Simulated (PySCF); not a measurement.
Job for PySCF: R-MP2/6-31G* on GeH4OSi (SMILES [OH][Ge][SiH3]), a point of a torsion scan.

```python
from pyscf import gto, scf, dft, mp
from pyscf.data.elements import chemcore

mol = gto.M(
    atom='''
    O     2.09128845   -0.14944844   -0.47114061
    Ge    1.07326729   -1.16913873    0.60777973
    Si   -0.47592943   -1.88526950   -1.16369215
    H     2.25690300    0.78340164   -0.39209138
    H     0.08319744   -2.24129882   -2.47557061
    H    -1.32688260   -3.03263678   -0.79713755
    H    -1.45187021   -0.81658905   -1.46111048
    ''',
    basis='6-31g*',
    cart=True,
    charge=0, spin=0, verbose=3, max_memory=1800)
mf = scf.RHF(mol)
mf.conv_tol = 1e-8
mf.max_cycle = 100
mf.kernel()
if not mf.converged:
    mf = mf.newton().run(mf.mo_coeff, mf.mo_occ)
pt = mp.MP2(mf, frozen=chemcore(mol)).run()
```

It printed:

```
converged SCF energy = -2441.15799744547
E(RMP2) = -2441.6632409808  E_corr = -0.505243535330042
E(SCS-RMP2) = -2441.64275569111  E_corr = -0.484758245641208
```

Self-consistency was reached.

Cost: very roughly 2.1 core-seconds.
